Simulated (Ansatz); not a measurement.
`CBCCF` and `CBCOC` differ in one atom or group.

Ansatz, PBE0-D4/def2-TZVP geometries, multiplicity 1. Each molecule was computed in one conformer, which needn't be the lowest.

```
                                          property  `CBCCF`
             HOMO–LUMO gap (B3LYP/def2-TZVPP) / eV     7.38
size of the dipole moment (ωB97M-V/def2-TZVPP) / D     1.89
               HOMO–LUMO gap (PBE/def2-TZVPP) / eV     5.27
                 HOMO energy (PBE/def2-TZVPP) / eV    -7.21
           HOMO–LUMO gap (ωB97M-V/def2-TZVPP) / eV    12.08
                LUMO energy (PBE0/def2-TZVPP) / eV    -0.92
```

What does the change do to each property? (Best estimate.)

Computed: 
| property | `CBCOC` | shift |
| --- | --- | --- |
| HOMO–LUMO gap (B3LYP/def2-TZVPP) / eV | 6.29 | -1.09 |
| size of the dipole moment (ωB97M-V/def2-TZVPP) / D | 0.90 | -0.99 |
| HOMO–LUMO gap (PBE/def2-TZVPP) / eV | 4.15 | -1.12 |
| HOMO energy (PBE/def2-TZVPP) / eV | -5.86 | 1.35 |
| HOMO–LUMO gap (ωB97M-V/def2-TZVPP) / eV | 11.11 | -0.97 |
| LUMO energy (PBE0/def2-TZVPP) / eV | -0.68 | 0.24 |

With PBE0 the HOMO rises by 1.29 eV and the LUMO rises by 0.24 eV, so the gap narrows by about 1.05 eV. PBE moves the HOMO by 1.35 eV and ωB97M-V by 1.21 eV. Dipoles are sizes alone; their direction can turn.

B3LYP here is the variant with VWN-RPA as its local correlation; programs differ in this.
